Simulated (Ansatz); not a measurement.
Compare A (`F[SiH](Cl)O[SiH3]`) with its isomer B (`O[SiH](Cl)[SiH2]F`).

Isolated molecules relaxed with PBE0-D4/def2-TZVP in Ansatz; ΔE leaves out vibrations. CCSD(T)/CBS adds triple-zeta CCSD(T) − MP2 to the extrapolated MP2 energy (def2 sets, frozen cores). Functionals use def2-TZVPP. B3LYP here is the variant with VWN-RPA as its local correlation; programs differ in this. Each species was taken in one conformer, which may not be the lowest.

(1) Which is lower in electronic energy at CCSD(T)/CBS, and by how much? (An estimate is asked.)

(2) Give E(B) − E(A) in kJ/mol with CCSD(T)/def2-SVP, CCSD/def2-TZVPP, B3LYP, MP2/def2-TZVPP, PBE-D4, r2SCAN-D4, CCSD(T)/def2-TZVPP. (Best estimate.)

(3) Does the order hold for the free energy at 298.15 K (harmonic terms from PBE0-D4)? (Best estimate.)

Largest T1 diagnostic: 0.012.

Results:

(1) Ansatz gave: A, by 150.0 kJ/mol.

(2) Computed: CCSD(T)/def2-SVP 152.1, CCSD/def2-TZVPP 155.8, B3LYP 145.5, MP2/def2-TZVPP 158.3, PBE-D4 119.7, r2SCAN-D4 143.7, CCSD(T)/def2-TZVPP 152.4. None reverses the order clearly.

(3) Ansatz gave: Yes: G(B) − G(A) = +156.2 kJ/mol, for one conformer each. Modes under 60 cm⁻¹, often nearly free rotors, make the harmonic entropy too high.

From r2SCAN to r2SCAN0 (25 % exact exchange), in def2-TZVPP and without D4, E(B) − E(A) moves by +5.2 kJ/mol. In def2-TZVPP, CCSD(T) changes the Hartree–Fock value by −22.5 kJ/mol (the triples alone add −3.4 kJ/mol) and MP2 by −16.5 kJ/mol.
